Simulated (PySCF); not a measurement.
A PySCF script (with the pyscf-properties extension) for the NMR shieldings of `[AlH]([F])[C@@H]1CCC[C@H]1C1CC1`, C8H14AlF, on a GFN2-xTB geometry:

```python
import basis_set_exchange as bse
import numpy as np
from pyscf import gto, dft
from pyscf.prop import nmr

atoms = """
F    -1.160132    3.508371   -0.281451
Al   -1.264760    2.013451    0.407753
C    -1.147980    0.226831   -0.477884
C    -2.110087   -0.874229   -0.011888
C    -1.330425   -2.192212   -0.190474
C     0.152199   -1.797417   -0.316872
C     0.194215   -0.315508    0.063601
C     1.366706    0.466582   -0.463180
C     2.597314    0.654002    0.364008
C     1.657451    1.806813    0.159905
H    -1.528407    2.020454    1.917472
H    -1.092938    0.198652   -1.577087
H    -3.046301   -0.872188   -0.569369
H    -2.347467   -0.723301    1.045314
H    -1.489861   -2.856110    0.658855
H    -1.662676   -2.716994   -1.086092
H     0.797179   -2.404256    0.317747
H     0.491701   -1.914252   -1.347652
H     0.183838   -0.230864    1.160173
H     1.502884    0.390891   -1.536208
H     3.556683    0.688174   -0.130120
H     2.628972    0.196921    1.341466
H     1.068963    2.115416    1.022731
H     1.971194    2.630535   -0.463191
"""
names = dict.fromkeys(["F", "Al", "C", "H"], "pcSseg-1")
basis = {el: gto.basis.parse(bse.get_basis(n, elements=[el], fmt="nwchem")) for el, n in names.items()}
mol = gto.M(atom=atoms, basis=basis, charge=0, verbose=0)
mf = dft.RKS(mol, xc="PBE0")
mf.grids.level = 2
mf.grids.alignment = dft.numint.BLKSIZE   # the property module wants whole blocks of grid points
mf.conv_tol = 1e-9
mf.kernel()

calc = nmr.RKS(mf)   # GIAO
C = mf.mo_coeff
Co = C[:, mf.mo_occ > 0]
resp = mf.gen_response(singlet=True, hermi=2)
def vind(x):   # induced exchange potential for any number of trial vectors
    d = np.einsum("pi,xij,qj->xpq", C, 2 * x.reshape(-1, C.shape[1], Co.shape[1]), Co, optimize=True)
    return np.einsum("xpq,pi,qj->xij", resp(d - d.transpose(0, 2, 1)), C, Co, optimize=True).ravel()
mo1, _ = nmr.rhf.solve_mo1(calc, with_cphf=vind)
sigma = calc.kernel(mo1)
for i, s in enumerate(sigma):   # ppm
    print("%2d %-2s %9.2f" % (i, mol.atom_pure_symbol(i), np.trace(s) / 3))
```

Question: What does it print?

Answer: 
```
 0 F     318.70
 1 Al    390.49
 2 C     146.01
 3 C     158.60
 4 C     157.45
 5 C     152.81
 6 C     132.93
 7 C     167.02
 8 C     176.04
 9 C     178.39
10 H      27.43
11 H      30.77
12 H      30.02
13 H      30.23
14 H      29.84
15 H      29.84
16 H      29.70
17 H      30.46
18 H      31.26
19 H      31.02
20 H      30.93
21 H      31.26
22 H      32.27
23 H      30.94
```

These numbers come from an equivalent density-fitted implementation of the same equations, which agrees with the script to about 0.01 ppm for H and up to a few tenths of a ppm for heavy atoms, so last digits may differ.

Size and cost of the density-fitted run: 247 basis functions, 2.2 min wall time on 1 thread of an Arm Neoverse N1, shared host; peak memory 1.2 GiB.
